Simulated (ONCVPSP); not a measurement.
## Te ONCV: all-electron and pseudo phase curves

| Quantity | Value |
| --- | --- |
| Element | Te |
| Generator | ONCVPSP 4.0.1 |
| Type | optimised norm-conserving Vanderbilt (ONCV) |
| Functional | PBE |
| Relativity | scalar-relativistic |
| Frozen core | [Ar] 3d10 |
| Valence charge | 24 |
| Reference configuration | 4s2 4p6 4d10 5s2 5p4 |
| Partial waves | 4s+5s: rc 1.25 bohr, ncon 5, nbas 10, qcut 9.9 1/bohr, 2 projectors; 4p+5p: rc 1.30 bohr, ncon 5, nbas 8, qcut 11.1 1/bohr, 2 projectors; 4d: rc 1.20 bohr, ncon 3, nbas 6, qcut 12.7 1/bohr, 2 projectors, debl 2.8 Ha |
| Local potential | polynomial inside 0.80 bohr (lpopt 5, dvloc0 0 Ha) |
| Core correction | Teter function fitted to the true core (icmod 2), fcfact 0.5 |

The phase is arctan(r·R′/R) of the radial function R(r), unwrapped; energies in Ha, scanned from -8 to 5 Ha. A pole is an energy at which the radial function vanishes at the test radius. The pseudo phase is shifted by a multiple of π to meet the all-electron one at the reference energy, and phase errors are pseudo minus all-electron; the curves can meet again beyond the range given. Levels narrower than the energy grid can be missing from the lists of poles.

```json
{"channel": "s", "radius (bohr)": "1.27", "reference energy (Ha)": "-0.56", "poles, all-electron": "-5.33", "poles, pseudo": "-5.33", "unbroken range about the reference energy with phases within 0.05 rad": "the whole range", "phase error 1 Ha above the reference energy (rad)": "-0.000"}
{"channel": "p", "radius (bohr)": "1.32", "reference energy (Ha)": "-0.22", "poles, all-electron": "-3.41", "poles, pseudo": "-3.41", "unbroken range about the reference energy with phases within 0.05 rad": "the whole range", "phase error 1 Ha above the reference energy (rad)": "-0.000"}
{"channel": "d", "radius (bohr)": "1.22", "reference energy (Ha)": "-1.53", "poles, all-electron": "0.40", "poles, pseudo": "0.40", "unbroken range about the reference energy with phases within 0.05 rad": "the whole range", "phase error 1 Ha above the reference energy (rad)": "+0.000"}
```

Phases in the p channel:

```tsv
E (Ha)	all-electron	pseudo
-7.96	1.230	1.230
-7.60	1.204	1.204
-7.24	1.172	1.172
-6.88	1.128	1.128
-6.52	1.067	1.067
-6.16	0.973	0.973
-5.80	0.811	0.811
-5.44	0.490	0.490
-5.08	-0.157	-0.157
-4.72	-0.859	-0.859
-4.36	-1.230	-1.230
-4.00	-1.415	-1.415
-3.64	-1.522	-1.522
-3.28	-1.595	-1.595
-2.92	-1.649	-1.649
-2.56	-1.694	-1.694
-2.20	-1.733	-1.733
-1.84	-1.770	-1.770
-1.48	-1.807	-1.807
-1.12	-1.845	-1.845
-0.76	-1.887	-1.887
-0.40	-1.935	-1.935
-0.04	-1.991	-1.991
0.32	-2.060	-2.060
0.68	-2.147	-2.147
1.04	-2.264	-2.264
1.40	-2.422	-2.422
1.76	-2.640	-2.640
2.12	-2.928	-2.929
2.48	-3.263	-3.265
2.84	-3.583	-3.585
3.20	-3.838	-3.840
3.56	-4.024	-4.027
3.92	-4.159	-4.161
4.28	-4.258	-4.260
4.64	-4.333	-4.335
5.00	-4.391	-4.393
```
